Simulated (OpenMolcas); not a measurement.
Sb3+: effect of the active space

- Program: OpenMolcas
- Method: CASSCF or its RAS form
- Basis: ANO-RCC-VQZP
- Scalar Hamiltonian: DKH2, point nucleus
- Spin-orbit coupling: state interaction with AMFI integrals over the reference wave functions, term energies averaged over their components

A. 2 electrons in 4 orbitals (5s 5p); 2S+1 = 3 even, 3 roots; 2S+1 = 1 even, 7 roots; 2S+1 = 3 odd, 3 roots; 2S+1 = 1 odd, 3 roots; cost of the order of 40 core-seconds
B. 2 electrons in 8 orbitals (5s 5p 6s 6p); 2S+1 = 3 even, 3 roots; 2S+1 = 1 even, 7 roots; 2S+1 = 3 odd, 3 roots; 2S+1 = 1 odd, 3 roots; cost of the order of 40 core-seconds
C. 2 electrons in 9 orbitals (RAS2 5s 5p; RAS3 5d, at most 2 electrons); 2S+1 = 3 even, 3 roots; 2S+1 = 1 even, 7 roots; 2S+1 = 3 odd, 3 roots; 2S+1 = 1 odd, 3 roots; cost roughly 30 core-seconds

Energies in cm-1 above 5s2 1S0, the measured ground level; measured values from Moore, Atomic Energy Levels, vol. III, NSRDS-NBS 35 (1971 reprint of NBS Circular 467, 1958).

| Level | A | B | C | Measured |
| --- | --- | --- | --- | --- |
| 5s2 1S0 | 0.0 | 0.0 | 0.0 | 0.0 |
| 5s 5p 3P* 0 | 59886 | 60725 | 59043 |  |
| 5s 5p 3P* 1 | 61918 | 62753 | 61031 | 66700 |
| 5s 5p 3P* 2 | 66592 | 67430 | 65726 | 72560 |
| 5s 5p 1P* 1 | 102844 | 103459 | 96774 | 95952 |
| 5p2 3P0 | 149595 | 150806 | 148453 | 152076 |
| 5p2 3P1 | 152674 | 153482 | 151605 | 156388 |
| 5p2 3P2 | 156004 | 156800 | 156719 | 163524 |
| 5p2 1D2 | 166554 | 167267 | 148079 | 155956 |

Deviations, from unrounded energies. A percentage is the sum of absolute deviations over the sum of measured energies, with the sign that they share, or ± where signs differ.

```
           Against measurement  Levels     A     B     C
mean absolute deviation (cm-1)       7  6000  5500  5200
      other configurations (%)       7  ±4.9  ±4.5  ±4.2
```

C lies closest to measurement on these levels and A furthest from it. The largest miss of C in the table is 5p2 1D2, by -7900 cm-1. The ranking rests on the paired levels alone, and a cruder setting can come out closer through cancelling errors.

Among A to C the level of the table that moves most is 5p2 1D2, by 19000 cm-1 (lowest in C, highest in B).

Some levels mix across a computed gap that differs much from the measured one, so their mixing is not that of the real levels (holds for A; B). The ¹D term of p² mixes with s d, which this space lacks (holds for A; B). Active for correlation alone: 6p 6s; no level in the range computed is led by a configuration that fills them, so any true level of that kind is missing (holds for B). Active for correlation alone: 5d; no level in the range computed is led by a configuration that fills it, so any true level of that kind is missing (holds for C). Some terms mix strongly with configurations of 5d, whose occupation reaches 0.29 (5p2 1D) (holds for C). Computed and measured levels are paired by configuration, term and J; levels that our copy of the source lacks, or whose pairing is in doubt (as where it misses far off the trend of its configuration), stay unpaired and out of the deviations. Only configurations of the active space appear. Levels that lie high or do not pair safely by name in every column are left out.

* marks odd parity.
